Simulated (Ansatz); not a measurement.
Input file for Cl₃GeH₃OSi (`[SiH3][O][Ge]([Cl])([Cl])[Cl]`):

```yaml
crystal:
  periodic: [false, false, false]
  atoms:
    - {symbol: Si, position_ang: [0.190068, -1.458611, 0.726846]}
    - {symbol: O, position_ang: [0.626528, -0.215542, -0.272764]}
    - {symbol: Ge, position_ang: [-0.040865, 1.314657, -0.735497]}
    - {symbol: Cl, position_ang: [-1.946255, 1.033154, -1.622769]}
    - {symbol: Cl, position_ang: [1.282708, 2.196649, -2.122850]}
    - {symbol: Cl, position_ang: [-0.245358, 2.558920, 0.969392]}
    - {symbol: H, position_ang: [1.254145, -2.482067, 0.615923]}
    - {symbol: H, position_ang: [-1.115516, -2.020711, 0.299159]}
    - {symbol: H, position_ang: [0.083043, -0.972749, 2.125359]}
basis:
  gaussian: {orbitals: def2-SVP}
correlation: {method: ccsd_t}
```

```sh
$ ansatz run in.yaml --threads 4 --pin off --events-out ev --progress --plain --max-ram 11315MiB
```

Output of Ansatz, abridged:

```
Functional definition: HF
1237 factors; integrals over basis functions are off by at most 1.1e-3 eV
mean field evaluation 1: about -103910.5096 eV, gradient 3.8e1 eV
mean field evaluation 2: about -103910.5462 eV, gradient 3.8e1 eV
mean field evaluation 4: about -103913.7820 eV, gradient 2.9e0 eV
mean field evaluation 8: about -103913.8150 eV, gradient 2.1e-4 eV
mean field -103913.81497414 eV, -3818.7622649860 hartree, gradient 3.8e-6 eV, S^2 0.000000; 0 other end points of the search recorded, 0 dependent functions left out
30 core orbitals not correlated: weight in the atoms' cores, before any rotation towards them, 1.000 or more for the frozen orbitals, at most 0.000 for the correlated occupied ones
reference -103913.81497414 eV, -3818.7622649860 hartree; 24, 24 occupied and 79, 79 virtual orbitals, 1237 factors
second order -24.39030883 eV of doubles, -0.00000000 eV of singles
cycle   1  -24.94953671 eV  change   -5.6e-1 eV  update   1.1e-1
cycle   2  -25.56886396 eV  change   -6.2e-1 eV  update   3.1e-2
cycle   3  -25.68499340 eV  change   -1.2e-1 eV  update   1.5e-2
cycle   4  -25.67664860 eV  change    8.3e-3 eV  update   2.9e-3
cycle   5  -25.67571114 eV  change    9.4e-4 eV  update   1.1e-3
cycle   6  -25.67569590 eV  change    1.5e-5 eV  update   3.0e-4
cycle   7  -25.67549306 eV  change    2.0e-4 eV  update   1.0e-4
cycle   8  -25.67550303 eV  change   -1.0e-5 eV  update   3.3e-5
perturbative correction -0.62642300 eV, -0.0230206206 hartree
Total energy: -103940.11690017 eV, -3819.7288429396 hartree
```

Hardware: 4 threads of an Intel Xeon Platinum 8259CL on a shared host. Wall time 13 s, peak host memory 0.75 GiB.

Correlation energy per correlated electron: -0.548 eV. T1 diagnostic: 0.0100.
